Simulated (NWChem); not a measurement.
# Worked example: vertical ionisation energy of CdCl2 (SMILES [Cl][Cd][Cl])

CdCl2 has 3 atoms, charge 0, and is taken as a singlet. As SMILES, `[Cl][Cd][Cl]`. The coordinates come from a PBE0-D4/def2-TZVP relaxation.

```jsonl
{"atom": "Cl", "x (Å)": "1.5279", "y (Å)": "1.3290", "z (Å)": "0.9735"}
{"atom": "Cd", "x (Å)": "-0.0038", "y (Å)": "-0.0214", "z (Å)": "-0.0045"}
{"atom": "Cl", "x (Å)": "-1.5350", "y (Å)": "-1.3725", "z (Å)": "-0.9823"}
```

Both states at this one shape; open shells run unrestricted unless said. 1 Eh = 27.2114 eV.

```
                             level  program  singlet CdCl2 (Eh)  doublet [CdCl2]+ (Eh)
  r2SCAN/def2-SVP (core potential)   NWChem        -1087.934764           -1087.539635
 r2SCAN/def2-SVPD (core potential)   NWChem        -1087.950755           -1087.549083
 r2SCAN/def2-TZVP (core potential)   NWChem        -1088.288020           -1087.891099
r2SCAN/def2-TZVPD (core potential)   NWChem        -1088.289593           -1087.892173
```

Work out the vertical ionisation energy at each level.


1. r2SCAN/def2-SVP (core potential): -1087.539635 − (-1087.934764) = 0.395129 Eh = 10.75 eV.
2. r2SCAN/def2-SVPD (core potential): -1087.549083 − (-1087.950755) = 0.401672 Eh = 10.93 eV.
3. r2SCAN/def2-TZVP (core potential): -1087.891099 − (-1088.288020) = 0.396921 Eh = 10.80 eV.
4. r2SCAN/def2-TZVPD (core potential): -1087.892173 − (-1088.289593) = 0.397420 Eh = 10.81 eV.

No measured value is set beside it here; the levels span 10.75 to 10.93 eV. Spin-orbit coupling, which splits open shells on such heavy atoms by tenths of an eV, is left out.
